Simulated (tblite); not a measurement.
Species: C4H4ClGeO2 (doublet state).
Bonds: O1–C2 (double), C2–C3, C3–C4, C4–C5 (double), C5–Ge6, Ge6–Cl7, C5–O8, C2–O8. Hydrogens: H9 on C3; H10 on C4; H11, H12 on Ge6.
Bond orders are those of one Lewis drawing.

Computed with GFN2-xTB (tblite), gas phase: L-BFGS steps from a force-field or distance-geometry start until the largest atomic force falls under 0.01 eV/Å.

Geometry at step 7:
```
atom  x, y, z in Å
O1     -2.5809    1.6379   -1.0317
C2     -1.7728    0.8654   -0.5897
C3     -1.9259   -0.3490    0.1904
C4     -0.6695   -0.6762    0.6388
C5      0.2541    0.1693    0.0130
Ge6     2.1591   -0.1079   -0.1369
Cl7     3.0788    0.9220    1.4200
O8     -0.3865    1.0857   -0.7210
H9     -2.8584   -0.8810    0.2919
H10    -0.4016   -1.4779    1.2990
H11     2.6277    0.3737   -1.4676
H12     2.4771   -1.5626    0.0676
```

Question: Give the atomic forces at this geometry.

Answer: 
```json
{"atom": "O1", "Fx (eV/Å)": "-0.043", "Fy (eV/Å)": "0.073", "Fz (eV/Å)": "-0.228"}
{"atom": "C2", "Fx (eV/Å)": "0.053", "Fy (eV/Å)": "-0.288", "Fz (eV/Å)": "0.052"}
{"atom": "C3", "Fx (eV/Å)": "0.001", "Fy (eV/Å)": "0.267", "Fz (eV/Å)": "-0.086"}
{"atom": "C4", "Fx (eV/Å)": "-0.023", "Fy (eV/Å)": "-0.343", "Fz (eV/Å)": "-0.200"}
{"atom": "C5", "Fx (eV/Å)": "-0.632", "Fy (eV/Å)": "-0.184", "Fz (eV/Å)": "0.150"}
{"atom": "Ge6", "Fx (eV/Å)": "0.290", "Fy (eV/Å)": "0.072", "Fz (eV/Å)": "0.040"}
{"atom": "Cl7", "Fx (eV/Å)": "0.108", "Fy (eV/Å)": "0.151", "Fz (eV/Å)": "0.104"}
{"atom": "O8", "Fx (eV/Å)": "0.023", "Fy (eV/Å)": "0.051", "Fz (eV/Å)": "0.113"}
{"atom": "H9", "Fx (eV/Å)": "0.194", "Fy (eV/Å)": "0.281", "Fz (eV/Å)": "0.236"}
{"atom": "H10", "Fx (eV/Å)": "0.055", "Fy (eV/Å)": "-0.101", "Fz (eV/Å)": "-0.020"}
{"atom": "H11", "Fx (eV/Å)": "0.068", "Fy (eV/Å)": "0.090", "Fz (eV/Å)": "-0.127"}
{"atom": "H12", "Fx (eV/Å)": "-0.093", "Fy (eV/Å)": "-0.068", "Fz (eV/Å)": "-0.034"}
```

The largest, 0.68 eV/Å, acts on C5; the rms over all components is 0.184 eV/Å. The forces sum to zero within rounding, as they must for an isolated molecule in no field.

Question: Give the force on C5 in Eh/bohr and in nN.

Answer: 0.675 eV/Å ÷ 51.422 = 0.01313 Eh/bohr, and 0.675 eV/Å × 1.602 = 1.08 nN.

Question: How far is this geometry from the end of the optimisation?

Answer: 0.142 eV above it, and 0.211 Å rms away after alignment. The bonds farthest from their final lengths, with half the difference of the two atoms' forces along the bond (positive lengthens):

```tsv
bond	now (Å)	final (Å)	force along bond (eV/Å)
C5–Ge6	1.931	1.954	+0.44
Ge6–Cl7	2.081	2.092	0.00
Ge6–H11	1.491	1.500	+0.04
C2–C3	1.451	1.443	-0.27
C3–H9	1.078	1.071	-0.07
C2–O8	1.410	1.403	+0.01
```

The angle farthest from its final value is C4–C5–Ge6, 126.8° against 135.5°.

Of the 2 listed bonds off by 0.010 Å or more, this force points towards the final length in 1.

The cost below is that of the whole relaxation. On an Arm Neoverse V1 with one thread, shared host, this took 0.37 s of wall time.
